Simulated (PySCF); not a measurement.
# Basis and Hamiltonian dependence of the ionisation energy of Ni

Ni [Ar] 3d8 4s2 (3F) → Ni⁺ [Ar] 3d9 (2D). All values are computed (PySCF 2.14, energy differences of UHF-based or UKS calculations, no spin-orbit coupling). Values in eV.

```csv
basis,Hamiltonian,functions,UHF,PBE,PBE0,MP2 (valence),CCSD(T) (valence),CCSD(T) (valence and next inner shell)
STO-3G,non-relativistic,18,35.076,34.815,34.758,n/a,n/a,n/a
Sapporo-DKH3-DZP-2012,spin-free X2C,40,8.188,n/a,n/a,6.927,n/a,n/a
cc-pVDZ-DK,spin-free X2C,43,8.182,n/a,7.864,6.941,n/a,n/a
def2-TZVP,non-relativistic,45,7.700,7.149,7.244,6.403,n/a,n/a
aug-cc-pVDZ,non-relativistic,59,7.671,7.241,7.304,6.500,7.340,n/a
aug-cc-pVDZ-DK,spin-free X2C,59,8.180,n/a,7.860,7.049,7.892,n/a
x2c-TZVPPall,spin-free X2C,64,8.223,7.707,7.800,6.924,7.751,7.650
def2-TZVPPD,non-relativistic,67,7.715,7.140,7.238,6.381,7.206,7.099
aug-cc-pVTZ-DK,spin-free X2C,93,8.224,7.695,7.788,6.992,7.823,n/a
def2-QZVPPD,non-relativistic,100,7.720,7.117,7.217,6.446,7.265,n/a
dyall-av2z,non-relativistic,101,7.727,7.143,7.245,6.518,7.336,n/a
x2c-QZVPPall,spin-free X2C,108,8.229,7.669,7.768,6.978,n/a,n/a
"aug-cc-pVTZ with one added diffuse shell each of s, p, d, f, g type",non-relativistic,118,7.716,7.133,7.228,6.466,n/a,n/a
"x2c-QZVPPall with one added diffuse shell each of s, p, d, f, g type",spin-free X2C,133,8.228,7.669,7.769,6.996,n/a,n/a
```

Frozen in the all-electron rows: valence: [Ar]; valence and next inner shell: [Ne].

At UHF, STO-3G lies more than 0.3 eV from the median of the rows with comparable relativity.

Non-relativistic rows lack the scalar-relativistic shift.

Between the lowest levels the reference is 7.640 eV (measured; NIST Atomic Spectra Database, ionization energies); it includes spin-orbit coupling, which these numbers lack.
